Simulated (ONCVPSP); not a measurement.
# Ir: excitation energies, all-electron against ONCV

| Item | Value |
| --- | --- |
| Element | iridium |
| Generator | ONCVPSP 4.0.1 |
| Type | optimised norm-conserving Vanderbilt (ONCV) |
| Functional | PBE |
| Relativity | scalar-relativistic |
| Frozen core | [Kr] 4d10 4f14 |
| Valence charge | 17 |
| Reference configuration | 5s2 5p6 5d7 6s2 |
| Partial waves | 5s+6s: rc 1.70 bohr, ncon 3, nbas 7, qcut 5.8 1/bohr, 2 projectors; 5p: rc 1.85 bohr, ncon 5, nbas 8, qcut 8.5 1/bohr, 3 projectors, debl 1 Ha; 5d: rc 1.70 bohr, ncon 3, nbas 7, qcut 6.6 1/bohr, 1 projector |
| Local potential | polynomial inside 1.55 bohr (lpopt 5, dvloc0 6 Ha) |
| Core correction | Teter function, fcfact 5, rcfact 1.7 |

In the p channel the program set the typed energies aside and used -2.010, 0.250, 1.250 Ha.

Energies are relative to the spin-unpolarised reference configuration 5s2 5p6 5d7 6s2; without spin polarisation the order of configurations can differ from experiment.

```json
{"valence configuration": "5s2 5p6 5d7 6s1", "charge": "+1", "ΔE all-electron (eV)": "9.880", "error AE − PS (meV)": "-9.2"}
{"valence configuration": "5s2 5p6 5d6 6s0", "charge": "+3", "ΔE all-electron (eV)": "57.890", "error AE − PS (meV)": "-73"}
{"valence configuration": "5s2 5p6 5d6 6s2", "charge": "+1", "ΔE all-electron (eV)": "12.190", "error AE − PS (meV)": "-12"}
```

(1) What are ΔE and the potential's error for 5s2 5p6 5d7 6s0?

Levels in the configuration 5s2 5p6 5d6 6s0:

```json
{"level": "5s", "all-electron (eV)": "-129.564", "pseudo (eV)": "-129.797"}
{"level": "5p", "all-electron (eV)": "-86.050", "pseudo (eV)": "-86.139"}
{"level": "5d", "all-electron (eV)": "-36.885", "pseudo (eV)": "-36.935"}
```

Results:

(1) ΔE = 27.349 eV all-electron; the error (AE − PS) is -44 meV.
